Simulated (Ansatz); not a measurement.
Total energies of In(NH3)H3 (InNH₆) from Ansatz at r2SCAN-D4/def2-TZVPD, gas phase (1 Eh = 27.2114 eV = 2625.5 kJ/mol). The reference geometry is relaxed at PBE-D4/def2-TZVP.

| state | geometry | energy (Eh) |
| --- | --- | --- |
| charge 0 singlet | reference | -248.53735 |
| charge -1 doublet | reference | -248.52713 |
| free In atom (doublet) | – | -190.18157 |
| free N atom (quartet) | – | -54.58108 |
| free H atom (doublet) | – | -0.49993 |

In the def2 sets In takes a core potential; there is no spin–orbit coupling.

Q: Work out the vertical electron affinity, to the doublet.

A: E(charge 0 singlet) − E(charge -1 doublet) = -248.53735 − (-248.52713) = -0.01022 Eh = -0.28 eV; negative, so the extra electron isn't bound.

Q: What is the binding energy per atom against free atoms?

A: Atoms: 1 × (-190.18157) + 1 × (-54.58108) + 6 × (-0.49993) = -247.76223 Eh. Binding: -247.76223 − (-248.53735) = 0.77512 Eh = 21.09 eV, or 2.64 eV for each of 8 atoms (no zero-point energy, no counterpoise term).

At r2SCAN-D4/def2-TZVPD the highest occupied level of the charge -1 doublet lies above zero (up to 1.78 eV). By energy differences it is unbound by 0.28 eV (vertical, to the charge 0 singlet, at r2SCAN-D4/def2-TZVPD) and held by the finite basis.
